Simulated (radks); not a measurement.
Problem. The table gives one normalised radial function P(r) = r R(r) (large component) of Lu3+ in [Xe] 4f14 (r in bohr). Calculated with a radial shooting solver on a logarithmic mesh with Libxc functionals: Dirac Kohn-Sham, PBEsol, spin-unpolarised, spherical densities, finite nucleus; Fermi nuclear charge, rms radius 5.37 fm.

r	P
0.002851	0.0060
0.003266	0.0077
0.003772	0.0100
0.004322	0.0128
0.004951	0.0163
0.005718	0.0209
0.006551	0.0263
0.007505	0.0331
0.008668	0.0419
0.00993	0.0520
0.01147	0.0648
0.01314	0.0792
0.01505	0.0959
0.01739	0.1160
0.01992	0.1369
0.023	0.1603
0.02635	0.1826
0.03019	0.2033
0.03487	0.2208
0.03995	0.2300
0.04577	0.2285
0.05286	0.2111
0.06056	0.1763
0.06994	0.1176
0.08013	0.0420
0.0918	-0.0488
0.106	-0.1519
0.1215	-0.2417
0.1392	-0.3065
0.1607	-0.3281
0.1841	-0.2892
0.2126	-0.1800
0.2436	-0.0222
0.2791	0.1631
0.3223	0.3469
0.3693	0.4638
0.4265	0.4868
0.4886	0.3955
0.5598	0.2020
0.6465	-0.0803
0.7407	-0.3724
0.8486	-0.6400
0.9801	-0.8520
1.123	-0.9589
1.297	-0.9668
1.486	-0.8871
1.702	-0.7478
1.966	-0.5689
2.252	-0.4011
2.58	-0.2576
2.98	-0.1442
3.414	-0.0739
3.943	-0.0315
4.517	-0.0120

Which n and l does it have? It may be an empty orbital.

Solution. n = 5, l = 1: the number of nodes gives n - l - 1 = 3, the rise at small r points to l (this Dirac orbital starts outside the nucleus as r^gamma with gamma = sqrt((l + 1)^2 - (Z/c)^2) = 1.93; the j = 3/2 orbital of l + 1 starts with the same power, but with a smaller coefficient, and then steepens), and the extent must fit the shell. The curve is that of 5p3/2; the two j differ most near the nucleus, where j = l - 1/2 has the larger amplitude, and in heavy atoms j = l - 1/2 is also the more compact. 5p3/2: eigenvalue -55.963 eV, 3 radial nodes at r = 0.0855, 0.248, 0.622 bohr, <r> = 1.40 bohr, 90 % of the charge inside 2.05 bohr.
